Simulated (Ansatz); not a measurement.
Relaxation of F$_{2}$H$_{2}$Si$_{2}$ (6 atoms, charge 0, multiplicity 1), to a largest force component of 0.015 eV/Å in at most 40 steps.

Method: RKS BLYP-D4/def2-SVP in Ansatz.

```xyz
6
Properties=species:S:1:pos:R:3
F 1.484 -1.201 -1.249
Si 0.373 -0.992 -0.097
F -0.681 -2.052 -0.708
Si -0.411 1.079 0.049
H 0.233 1.952 -0.953
H -1.817 1.140 -0.397
```

Where does it end, and by what steps?

The forces met the threshold. After 11 steps the energy has fallen by 2.135 eV; Si2 moved furthest, 0.73 Å.

```json
{"step": "0", "energy less start (eV)": "0.0000", "largest force component (eV/Å)": "1.925", "accepted": "yes"}
{"step": "1", "energy less start (eV)": "-0.9453", "largest force component (eV/Å)": "3.073", "accepted": "yes"}
{"step": "2", "energy less start (eV)": "-1.5866", "largest force component (eV/Å)": "2.752", "accepted": "yes"}
{"step": "3", "energy less start (eV)": "-1.8740", "largest force component (eV/Å)": "2.504", "accepted": "yes"}
{"step": "4", "energy less start (eV)": "-1.9737", "largest force component (eV/Å)": "0.773", "accepted": "yes"}
{"step": "5", "energy less start (eV)": "-2.1083", "largest force component (eV/Å)": "0.557", "accepted": "yes"}
{"step": "6", "energy less start (eV)": "-2.1190", "largest force component (eV/Å)": "0.119", "accepted": "yes"}
{"step": "7", "energy less start (eV)": "-2.1279", "largest force component (eV/Å)": "0.143", "accepted": "yes"}
{"step": "8", "energy less start (eV)": "-2.1321", "largest force component (eV/Å)": "0.132", "accepted": "yes"}
{"step": "9", "energy less start (eV)": "-2.1344", "largest force component (eV/Å)": "0.088", "accepted": "yes"}
{"step": "10", "energy less start (eV)": "-2.1338", "largest force component (eV/Å)": "0.127", "accepted": "no"}
{"step": "11", "energy less start (eV)": "-2.1350", "largest force component (eV/Å)": "0.012", "accepted": "yes"}
```

```xyz
6
Properties=species:S:1:pos:R:3
F 1.679 -1.310 -1.061
Si 0.142 -0.847 -0.769
F -0.651 -2.239 -0.456
Si -0.417 1.162 0.163
H 0.283 2.006 -0.895
H -1.855 1.154 -0.339
```

Whether the end is a true minimum wasn't checked by a vibrational analysis.

Time of the run: 16 s on 1 thread of Intel(R) Xeon(R) Platinum 8488C (Sapphire Rapids), on a shared host, peak memory 0.15 GiB.
